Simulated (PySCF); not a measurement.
**The third ionisation energy along group 12**

All values are computed (PySCF 2.14, energy differences of UHF-based or UKS calculations, no spin-orbit coupling). Values in eV. The last column holds reference values (NIST; (s) semi-empirical, (t) theoretical, else measured). Unmarked ones compare directly (S terms, centres of terms, or small fine structure); those marked * lie between the lowest fine-structure levels and include a spin-orbit shift.

```csv
element,configurations,UHF,LDA,PBE,PBE0,r2SCAN,MP2 (valence),reference
"Zn (aug-cc-pwCVTZ-PP with ECP10MDF, ECP)",[Ar] 3d10 → [Ar] 3d9,36.975,40.745,39.997,39.564,39.410,40.112,39.723 *
"Cd (aug-cc-pwCVTZ-PP with ECP28MDF, ECP)",[Kr] 4d10 → [Kr] 4d9,35.870,37.995,37.581,37.483,37.467,37.950,37.468 ± 0.006 *
"Hg (aug-cc-pwCVTZ-PP with ECP60MDF, ECP)",[Xe] 4f14 5d10 → [Xe] 4f14 5d9,33.502,35.632,35.248,35.134,35.115,35.381,34.49 ± 0.05 *
```

"Valence" correlates the outer s and p shells and, in groups 3 to 12 and the f block, the outer d or f shell, open or full, or the next shell where the ion has no valence electron left; the wider scheme adds the next inner shell.
